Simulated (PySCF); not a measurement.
**Ca+: excitation energy**

Ca+ [Ar] 4s1 (2S) → Ca+ [Ar] 4p1 (2P), as a difference of total energies. Calculation: PySCF 2.14, in def2-TZVPPD; the non-relativistic Hamiltonian (point nucleus). Correlated levels: valence and next inner shell: [Ne] frozen. The calculations carry no spin-orbit coupling.

```json
{"method": "UHF", "excitation energy (eV)": "2.901"}
{"method": "LDA", "excitation energy (eV)": "2.931"}
{"method": "PBE", "excitation energy (eV)": "2.765"}
{"method": "PBE0", "excitation energy (eV)": "2.803"}
{"method": "r2SCAN", "excitation energy (eV)": "2.725"}
{"method": "BHandHLYP", "excitation energy (eV)": "2.966"}
{"method": "r2SCAN0", "excitation energy (eV)": "2.821"}
{"method": "wB97X-V", "excitation energy (eV)": "2.937"}
{"method": "MP2 (valence and next inner shell)", "excitation energy (eV)": "3.090"}
{"method": "SCS-MP2 (valence and next inner shell)", "excitation energy (eV)": "3.048"}
```

Task: How much does correlation contribute at MP2 (valence and next inner shell)?

Result: 3.090 − (2.901) = 0.189 eV, measured against UHF.

These non-relativistic numbers lack the scalar-relativistic shift.

Errors of the correlated levels include the incompleteness of this basis and the frozen core.

For comparison: 3.142 eV (measured; NIST levels, between the centres of gravity of the two terms).
